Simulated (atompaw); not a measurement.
La: one change to a PAW (atompaw) potential, before and after

* Element: La
* Generator: atompaw 4.2.0.5
* Type: PAW
* Functional: PBE
* Relativity: scalar-relativistic
* Frozen core: [Kr]
* Valence charge: 21
* Reference configuration: 4d10 4f0 5s2 5p6 5d1 6s0.5 6p0 (charge +1.5)
* Partial waves: 5s (bound): rc 2.40 bohr; 6s (bound): rc 3.00 bohr; 5p (bound): rc 1.95 bohr; 6p (bound, empty): rc 3.00 bohr; 4d (bound): rc 1.25 bohr; 5d (bound): rc 3.00 bohr; 4f (bound, empty): rc 1.10 bohr; 4f channel at 0.75 Ry: rc 1.10 bohr
* Local potential: vpsmatchnc scheme with l = 4 at 1 Ry, radius 2.10 bohr
* Core correction: smooth core density matched at 2.05 bohr
* Augmentation charge: sinc compensation charge, radius 2.55 bohr; PAW radius 3.00 bohr; waves and projectors: custom polynom vanderbiltortho

All-electron outer shells of the reference configuration (PBE, scalar-relativistic, ld1.x):

| shell | level (eV) | outermost node (bohr) | outermost maximum (bohr) |
| --- | --- | --- | --- |
| 4s | -275.64 | 0.34 | 0.61 |
| 4p | -209.17 | 0.34 | 0.63 |
| 4d | -113.02 | 0.32 | 0.68 |
| 5s | -48.02 | 0.77 | 1.41 |
| 5p | -31.46 | 0.83 | 1.58 |
| 4f | -13.45 | – | 0.75 |
| 5d | -11.51 | 0.95 | 2.16 |
| 6s | -10.87 | 1.84 | 3.51 |
| 6p | -7.62 | 2.15 | 4.29 |

Change: all radii scaled by about 1.22 (s 2.94, p 2.38, d 1.54, f 1.34 bohr); local potential vpsmatchnc scheme with l = 4 at 1 Ry, radius 2.58 bohr; augmentation sinc compensation charge, radius 3.12 bohr; PAW radius 3.68 bohr; waves and projectors: custom polynom vanderbiltortho; core correction smooth core density matched at 2.52 bohr.

Cutoffs: the cutoffs (Ry, on a coarse ladder) from which the occupation-weighted sum of valence levels, in a spherical-Bessel basis at the reference potential, stays within 10 and 1 mRy of its value at 400 Ry; they do not see the model core or the augmentation charge, which bear on the density cutoff.

Q: What does the change do?

A: The potential gets softer (110 Ry and 180 Ry → 70 Ry and 120 Ry); both files keep a bound ghost (s). A larger radius leaves more room for a smooth pseudo-wave, so fewer plane waves are needed.

```tsv
quantity	base	changed
cutoff, loose	110 Ry	70 Ry
cutoff, tight	180 Ry	120 Ry
loose cutoff by channel (10 mRy a level)	s 8 Ry, p 10 Ry, d 60 Ry	s 6 Ry, p 10 Ry, d 40 Ry
bound ghosts	s	s
lowest overlap eigenvalue by channel	s 0.63, p 0.68, d 0.98, f 0.99	s 0.44, p 0.53, d 1.00, f 0.99
```

 A true bound ghost makes a file unfit for plane-wave use even where its test errors are small: the radial tests pick states by their node count and pass the ghost by. The cutoffs see the waves, projectors and local potential, not the compensation charge or the core.
